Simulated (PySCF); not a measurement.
Gas-phase reaction: 3 GeHF₃ → GeH₃F + 2 GeF₃ + 2 F

Computed with PySCF and rigid-rotor harmonic-oscillator thermochemistry at 1 bar. † marks an energy on the PBE0/def2-TZVP geometry and frequencies; other levels use their own. MP2 and CCSD(T) freeze the core. 6-31G* has spherical d functions here. Open shells (unrestricted): GeF₃ (multiplicity 2), F (multiplicity 2); the rest are closed-shell singlets. Spin-orbit splitting is ignored; it lowers the true energy and changes the entropy of F. B3LYP is the form with VWN-RPA correlation. Ge: all electrons, no relativistic terms. GeHF₃, GeF₃: computed as isolated molecules; such fragments, hydroxides, amides, oligomers or adducts are transient or little studied in the gas. MP2 isn't extrapolated to the basis-set limit. CCSD(T) isn't extrapolated to the basis-set limit.

```
level              ΔH°(298 K), kJ
-----------------  --------------
B3LYP/6-31G*                 1059
B3LYP/def2-TZVP†             1061
CCSD(T)/def2-SVP†             [?]
HF/def2-TZVP†                 [?]
MP2/def2-TZVPP†              1174
PBE0/def2-QZVP†               [?]
PBE0/def2-TZVP               1069
LDA/def2-TZVP†                [?]
```

### Question
What belongs in the gaps?

### Answer

- CCSD(T)/def2-SVP†, ΔH°(298 K), kJ: 1067
- HF/def2-TZVP†, ΔH°(298 K), kJ: 817
- PBE0/def2-QZVP†, ΔH°(298 K), kJ: 1074
- LDA/def2-TZVP†, ΔH°(298 K), kJ: 1269
